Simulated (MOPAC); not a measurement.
Input for MOPAC: PM6 on CH4OSn (SMILES [CH3][Sn][OH]), a point of a torsion scan.

```
PM6 1SCF PRECISE CHARGE=0 THREADS=1
CH4OSn

C     -1.03062787 1    -0.04249674 1     0.02630781 1
Sn     0.56619560 1     1.57398625 1    -0.16042816 1
O      2.14500111 1     0.31747961 1     0.18688386 1
H     -0.64834016 1    -0.97450834 1    -0.39309284 1
H     -1.97463266 1     0.18864464 1    -0.47194228 1
H     -1.25754765 1    -0.23521807 1     1.07816721 1
H      2.81486275 1     0.31661336 1     0.86231956 1
```

It printed:

```
*******************************************************************************
 **                                                                           **
 **                              MOPAC v23.2.5                                **
 **                                                                           **
 *******************************************************************************
 ** MOPAC's Digital Object Identifier: https://doi.org/10.5281/zenodo.6511958 **
 **                                                                           **
 ** Please cite the open-source release paper for use of this MOPAC version:  **
 ** J. E. Moussa and J. J. P. Stewart (2026)                                  **
 ** MOPAC: An open-source semiempirical molecular orbital program             **
 ** J. Open Source Softw., 11(119), 8025, https://doi.org/10.21105/joss.08025 **
 *******************************************************************************

                              PM6 CALCULATION RESULTS

 *******************************************************************************
 *  PM6        - The PM6 Hamiltonian to be used
 *
 *
 *
 *                 CHARGE ON SYSTEM = 0
 *
 *
 *
 *  PRECISE    - TIGHTER CRITERIA TO BE USED
 *  1SCF       - DO 1 SCF AND THEN STOP
 *  THREADS=1  - MULTI-THREADING NOT USED
 *  T=         - A TIME OF 172800.0 SECONDS REQUESTED
 *  DUMP=N     - RESTART FILE WRITTEN EVERY 7200.0 SECONDS REQUESTED
 *******************************************************************************
PM6 1SCF PRECISE CHARGE=0 THREADS=1
 CH4OSn

   ATOM   CHEMICAL          X               Y               Z
  NUMBER   SYMBOL      (ANGSTROMS)     (ANGSTROMS)     (ANGSTROMS)

     1       C         -1.03062787  *  -0.04249674  *   0.02630781  *
     2      Sn          0.56619560  *   1.57398625  *  -0.16042816  *
     3       O          2.14500111  *   0.31747961  *   0.18688386  *
     4       H         -0.64834016  *  -0.97450834  *  -0.39309284  *
     5       H         -1.97463266  *   0.18864464  *  -0.47194228  *
     6       H         -1.25754765  *  -0.23521807  *   1.07816721  *
     7       H          2.81486275  *   0.31661336  *   0.86231956  *



          CARTESIAN COORDINATES

    NO.       ATOM           X           Y           Z

     1         C         -1.0306     -0.0425      0.0263
     2        Sn          0.5662      1.5740     -0.1604
     3         O          2.1450      0.3175      0.1869
     4         H         -0.6483     -0.9745     -0.3931
     5         H         -1.9746      0.1886     -0.4719
     6         H         -1.2575     -0.2352      1.0782
     7         H          2.8149      0.3166      0.8623

 General Reference for PM6:
 "Optimization of Parameters for Semiempirical Methods V: Modification of NDDO Approximations
 and Application to 70 Elements", J. J. P. Stewart, J. Mol. Mod., 13, 1173-1213 (2007)
 URL: https://link.springer.com/article/10.1007/s00894-007-0233-4

           Empirical Formula: C H4 O Sn  =     7 atoms



      MOLECULAR POINT GROUP   :   C1


      RHF CALCULATION, NO. OF DOUBLY OCCUPIED LEVELS = 9


 -------------------------------------------------------------------------------
 PM6 1SCF PRECISE CHARGE=0 THREADS=1
 CH4OSn



     1SCF WAS SPECIFIED, SO BFGS WAS NOT USED
     SCF FIELD WAS ACHIEVED


                              PM6 CALCULATION
                                                       MOPAC v23.2.5 Linux




          FINAL HEAT OF FORMATION =        -18.77019 KCAL/MOL =     -78.53446 KJ/MOL


          COSMO AREA              =        112.47 SQUARE ANGSTROMS
          COSMO VOLUME            =        101.77 CUBIC ANGSTROMS

          IONIZATION POTENTIAL    =          8.249675 EV
          HOMO LUMO ENERGIES (EV) =         -8.250 -0.723
          NO. OF FILLED LEVELS    =          9
          MOLECULAR WEIGHT        =        150.7320         POINT GROUP:  C1

          MOLECULAR DIMENSIONS (Angstroms)

            Atom       Atom       Distance
            H     7    H     5     4.97352
           Sn     2    H     4     2.51800
            O     3    H     6     1.75108


          SCF CALCULATIONS        =          1





   ATOM   CHEMICAL          X               Y               Z
  NUMBER   SYMBOL      (ANGSTROMS)     (ANGSTROMS)     (ANGSTROMS)

     1       C         -1.03062787  *  -0.04249674  *   0.02630781  *
     2      Sn          0.56619560  *   1.57398625  *  -0.16042816  *
     3       O          2.14500111  *   0.31747961  *   0.18688386  *
     4       H         -0.64834016  *  -0.97450834  *  -0.39309284  *
     5       H         -1.97463266  *   0.18864464  *  -0.47194228  *
     6       H         -1.25754765  *  -0.23521807  *   1.07816721  *
     7       H          2.81486275  *   0.31661336  *   0.86231956  *

                             CARTESIAN COORDINATES

   1    C       -1.030627870    -0.042496740     0.026307810
   2   Sn        0.566195600     1.573986250    -0.160428160
   3    O        2.145001110     0.317479610     0.186883860
   4    H       -0.648340160    -0.974508340    -0.393092840
   5    H       -1.974632660     0.188644640    -0.471942280
   6    H       -1.257547650    -0.235218070     1.078167210
   7    H        2.814862750     0.316613360     0.862319560


           Empirical Formula: C H4 O Sn  =     7 atoms



      MOLECULAR POINT GROUP   :   C1


                  EIGENVALUES
 -26.56610 -23.19247 -16.90921 -13.14828 -13.05160 -12.58344 -11.47747 -10.92740
  -8.24967  -0.72325   1.30818   2.03033   6.36627   6.45056   6.51254   7.61025


              NET ATOMIC CHARGES AND DIPOLE CONTRIBUTIONS

  ATOM NO.   TYPE          CHARGE      No. of ELECS.   s-Pop       p-Pop
    1          C          -0.790216        4.7902     1.12885     3.66136
    2         Sn           0.819165        3.1808     1.83741     1.34342
    3          O          -0.849312        6.8493     1.76491     5.08440
    4          H           0.167186        0.8328     0.83281
    5          H           0.157002        0.8430     0.84300
    6          H           0.158045        0.8420     0.84195
    7          H           0.338129        0.6619     0.66187
 DIPOLE           X         Y         Z       TOTAL
 POINT-CHG.    -1.004     4.755     0.054     4.860
 HYBRID         0.119    -3.216     0.818     3.321
 SUM           -0.884     1.538     0.872     1.977


          ATOMIC ORBITAL ELECTRON POPULATIONS

     Atom    s        px        py        pz
    1  C   1.12885   1.21721   1.25964   1.18451
    2 Sn   1.83741   0.49206   0.73256   0.11880
    3  O   1.76491   1.58406   1.83101   1.66933
    4  H   0.83281
    5  H   0.84300
    6  H   0.84195
    7  H   0.66187

 **********************
 *                    *
 * JOB ENDED NORMALLY *
 *                    *
 **********************




 == MOPAC DONE ==
```

The run finished.

Cost: roughly 0.020 core-seconds.
